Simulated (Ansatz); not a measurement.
Harmonic vibrations of CHBrF (`F[CH]Br`) radical by finite differences.

```yaml
crystal:
  periodic: [false, false, false]
  atoms:
    - {symbol: F, position_ang: [-0.273304, -1.047606, 0.789080]}
    - {symbol: C, position_ang: [0.224520, -0.188492, -0.084352]}
    - {symbol: Br, position_ang: [-1.030164, 0.869293, -0.965547]}
    - {symbol: H, position_ang: [1.134448, 0.306505, 0.240520]}
basis:
  gaussian: {orbitals: def2-TZVP}
magnetization: {spin_polarized: true, initial_magnetization: 1}
hamiltonian: {xc: pbe0, dispersion: d4}
phonons: {temperatures: {t_min: 298.15, t_max: 900, t_step: 200}}
```

```sh
$ ansatz run in.yaml --threads 2 --pin off --events-out ev --progress --plain
```

Shortened log:

```
Functional definition: PBE0
mean field -73804.18187250 eV, -2712.2536575431 hartree, gradient 4.1e-5 eV, S^2 0.754513; 0 other end points of the search recorded, 0 dependent functions left out
mean field -73804.18184017 eV, -2712.2536563552 hartree, gradient 2.8e-6 eV, S^2 0.754512; 0 other end points of the search recorded, 0 dependent functions left out
mean field -73804.18183871 eV, -2712.2536563014 hartree, gradient 2.8e-6 eV, S^2 0.754515; 0 other end points of the search recorded, 0 dependent functions left out
mean field -73804.18180182 eV, -2712.2536549458 hartree, gradient 2.8e-6 eV, S^2 0.754505; 0 other end points of the search recorded, 0 dependent functions left out
mean field -73804.18181877 eV, -2712.2536555686 hartree, gradient 2.8e-6 eV, S^2 0.754522; 0 other end points of the search recorded, 0 dependent functions left out
mean field -73804.18182215 eV, -2712.2536556928 hartree, gradient 2.8e-6 eV, S^2 0.754516; 0 other end points of the search recorded, 0 dependent functions left out
mean field -73804.18180526 eV, -2712.2536550721 hartree, gradient 2.8e-6 eV, S^2 0.754511; 0 other end points of the search recorded, 0 dependent functions left out
mean field -73804.18172881 eV, -2712.2536522625 hartree, gradient 2.8e-6 eV, S^2 0.754512; 0 other end points of the search recorded, 0 dependent functions left out
mean field -73804.18172314 eV, -2712.2536520542 hartree, gradient 2.8e-6 eV, S^2 0.754515; 0 other end points of the search recorded, 0 dependent functions left out
mean field -73804.18178642 eV, -2712.2536543799 hartree, gradient 2.8e-6 eV, S^2 0.754523; 0 other end points of the search recorded, 0 dependent functions left out
mean field -73804.18177796 eV, -2712.2536540687 hartree, gradient 2.7e-6 eV, S^2 0.754503; 0 other end points of the search recorded, 0 dependent functions left out
mean field -73804.18177977 eV, -2712.2536541354 hartree, gradient 2.8e-6 eV, S^2 0.754518; 0 other end points of the search recorded, 0 dependent functions left out
mean field -73804.18178645 eV, -2712.2536543807 hartree, gradient 2.7e-6 eV, S^2 0.754508; 0 other end points of the search recorded, 0 dependent functions left out
mean field -73804.18183637 eV, -2712.2536562155 hartree, gradient 2.8e-6 eV, S^2 0.754512; 0 other end points of the search recorded, 0 dependent functions left out
mean field -73804.18184440 eV, -2712.2536565106 hartree, gradient 2.8e-6 eV, S^2 0.754514; 0 other end points of the search recorded, 0 dependent functions left out
mean field -73804.18185628 eV, -2712.2536569470 hartree, gradient 2.8e-6 eV, S^2 0.754514; 0 other end points of the search recorded, 0 dependent functions left out
mean field -73804.18184449 eV, -2712.2536565139 hartree, gradient 2.8e-6 eV, S^2 0.754513; 0 other end points of the search recorded, 0 dependent functions left out
mean field -73804.18184767 eV, -2712.2536566307 hartree, gradient 2.8e-6 eV, S^2 0.754509; 0 other end points of the search recorded, 0 dependent functions left out
mean field -73804.18185960 eV, -2712.2536570689 hartree, gradient 2.8e-6 eV, S^2 0.754518; 0 other end points of the search recorded, 0 dependent functions left out
mean field -73804.18179390 eV, -2712.2536546546 hartree, gradient 2.8e-6 eV, S^2 0.754517; 0 other end points of the search recorded, 0 dependent functions left out
mean field -73804.18179304 eV, -2712.2536546232 hartree, gradient 2.8e-6 eV, S^2 0.754509; 0 other end points of the search recorded, 0 dependent functions left out
mean field -73804.18183917 eV, -2712.2536563182 hartree, gradient 2.8e-6 eV, S^2 0.754511; 0 other end points of the search recorded, 0 dependent functions left out
mean field -73804.18184249 eV, -2712.2536564402 hartree, gradient 2.8e-6 eV, S^2 0.754515; 0 other end points of the search recorded, 0 dependent functions left out
mean field -73804.18185398 eV, -2712.2536568626 hartree, gradient 2.8e-6 eV, S^2 0.754510; 0 other end points of the search recorded, 0 dependent functions left out
mean field -73804.18185227 eV, -2712.2536567997 hartree, gradient 2.8e-6 eV, S^2 0.754517; 0 other end points of the search recorded, 0 dependent functions left out
Total energy: -73804.22808234 eV, -2712.2553557234 hartree
Atom 0 at    -0.273304    -1.047606     0.789080 Å, force    -0.000730    -0.001341     0.001431 eV/Å
Atom 1 at     0.224520    -0.188492    -0.084352 Å, force     0.001137     0.001939    -0.001455 eV/Å
Atom 2 at    -1.030164     0.869293    -0.965547 Å, force     0.000039    -0.000150     0.000059 eV/Å
Atom 3 at     1.134448     0.306505     0.240520 Å, force    -0.000447    -0.000448    -0.000035 eV/Å
Dipole moment:     0.188810     0.126912     0.028065 e Å
Vibrations: 340.15 652.58 769.69 1205.70 1288.08 3183.10 cm⁻¹, zero-point energy 0.461177 eV
```

Hardware: 2 threads of a server CPU on a shared host. Wall time 41 s, peak host memory 0.29 GiB.
